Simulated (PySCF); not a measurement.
Species: C4H5Br.
Z-matrix (Å and degrees, PBE0-D3(BJ)/def2-SVP geometry), rows numbered from 1:
```
C 
C   1  1.3409
C   2  1.4495  1  123.62
C   3  1.3411  2  127.31  1  -179.99
Br  4  1.8778  3  124.75  2     0.12
H   1  1.0945  2  121.41  3     0.02
H   1  1.0922  2  121.40  3  -179.96
H   2  1.0950  1  119.77  3   179.98
H   3  1.0963  2  117.04  1     0.04
H   4  1.0908  3  122.49  2   179.98
```

The calculation used TDDFT B3LYP/def2-SVPD, vertical, gas phase, core orbitals frozen in the response in PySCF. Relativistic effects, spin–orbit coupling among them, are left out although an element past zinc is present.

```
state  λ (nm)  E (eV)       f  symmetry  main configurations (H = HOMO, L = LUMO)
   S1   245.7    5.05   0.470        A′                                 H→L (92%)
   S2   231.0    5.37  0.0015         –                               H→L+1 (97%)
   S3   224.5    5.52  0.0000         –                               H-1→L (99%)
   S4   198.3    6.25  0.0005         –                               H→L+2 (99%)
   S5   193.7    6.40   0.196        A′                  H-2→L (77%), H→L+5 (15%)
   S6   186.5    6.65   0.029        A″                  H→L+4 (54%), H→L+3 (44%)
   S7   185.4    6.69  0.0052        A′                             H-1→L+1 (98%)
   S8   184.6    6.72  0.0017         –                  H→L+3 (54%), H→L+4 (44%)
   S9   175.8    7.05   0.041        A′     H→L+5 (65%), H-4→L (19%), H-2→L (12%)
  S10   174.7    7.10  0.0003         –                               H-3→L (99%)
```

Triplets (Tamm–Dancoff): T1 2.98 eV, H→L (94%); T2 4.91 eV, H-2→L (59%), H→L+5 (24%), H-4→L (13%); T3 4.98 eV, H→L+1 (94%); T4 5.43 eV, H-1→L (98%).

The lowest singlet lies at 5.05 eV (246 nm, ultraviolet) and is strong; its leading configuration is HOMO→LUMO (92%). The lowest level is also the most intense of those listed (f = 0.470). Löwdin shares by element: HOMO carbon 58% or more, bromine 23% (atoms not listed hold the other 19%); LUMO carbon 81% (atoms not listed hold the other 19%). The listed states span 2.05 eV, and the widest gap between neighbours is 0.73 eV (S3 to S4). Weighted by f, the mean energy of these states is 5.59 eV. The oscillator strengths of these states sum to 0.746; summed over the whole spectrum of an exact calculation they would give the number of electrons, 64 (Thomas–Reiche–Kuhn). The vertical ionisation energy (ΔSCF) is 8.67 eV, 1.57 eV above S10. Symmetry labels in Cs follow from the direction of the transition dipole and are given only for states with f of 0.002 or more. The window holds the lowest 10 singlets.

One conformer stands for the species.
